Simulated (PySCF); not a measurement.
## Static response to an electric field

Compound: Sn(vinyl)2I2, C₄H₆I₂Sn.
Structure used (PBE0-D3(BJ)/def2-SVP), in Å, numbered top down from 1:
```xyz
13
C4H6I2Sn angstrom
Sn    -0.489   -0.444   -0.477
C     -0.898   -0.584    1.608
C     -1.530    0.376    2.286
H     -0.569   -1.499    2.114
H     -1.884    1.296    1.807
H     -1.727    0.278    3.360
C      1.548   -0.382   -1.091
C      2.080    0.675   -1.707
H      2.156   -1.270   -0.881
H      1.495    1.572   -1.941
H      3.134    0.688   -2.009
I     -1.643    1.823   -1.385
I     -1.642   -2.582   -1.661
```

Level: CAM-B3LYP/def2-SVPD (PySCF), static field, nuclei fixed, core orbitals frozen in the response. The polarisability tensor in these axes (au):

```
x   151.60   3.75  -7.84
y     3.75 181.63   4.32
z    -7.84   4.32 153.93
```

Diagonalise the tensor; give its mean and Δα, where Δα² is half the sum of the squared differences of the eigenvalues.

Principal values 143.99, 160.66 and 182.51 au; mean 162.39 au = 24.06 Å³ = 26.77 × 10⁻⁴⁰ C²·m²/J; Δα = 33.47 au (21 % of the mean).

What is the dipole moment, and where does it point?

(2.14, 0.33, 1.98) D, 2.94 D in size, pointing from the negative to the positive side. Measured along this direction, the outermost atoms are I13 at the negative end and H6 and H11 at the positive end.

Sum over states: ᾱ = Σ f/ω², ω in Eh. What share falls to these 10 lowest TDDFT singlets (eV, f)? 4.53, 0.0368; 4.53, 0.0177; 4.73, 0.0145; 4.81, 0.0241; 5.76, 0.1172; 5.88, 0.0026; 6.00, 0.0003; 6.07, 0.0586; 6.11, 0.0013; 6.24, 0.0004.

They add up to 7.10 au, 4.4 % of the 162.39 au; the largest single term is 2.61 au, from the state at 5.76 eV. Terms in order: 1.33, 0.64, 0.48, 0.77, 2.61, 0.06, 0.01, 1.18, 0.03, 0.01 au. Higher excitations give the rest. The strengths listed sum to 0.274.

How large is μ²/3kT at 400 K beside α?

In Gaussian units μ²/3kT = 52.00 Å³ against 24.06 Å³, a ratio of 2.16; the Debye molar polarisation (4π/3)N_A(α + μ²/3kT) is 191.9 cm³/mol, leaving out the vibrational part.

Directions of the eigenvectors, and the extent of the frame along each?

Largest value along (0.09, 0.99, 0.13), where the nuclei span 4.39 Å; middle along (-0.66, -0.04, 0.75), 7.25 Å; least along (0.74, -0.15, 0.65), 3.62 Å. The strongest response doesn't lie along the longest of the three spans.

One conformer (not necessarily the lowest) at the PBE0-D3(BJ)/def2-SVP geometry, without solvent, vibrations or thermal averaging. Atoms past krypton carry effective core potentials; spin–orbit coupling is left out.
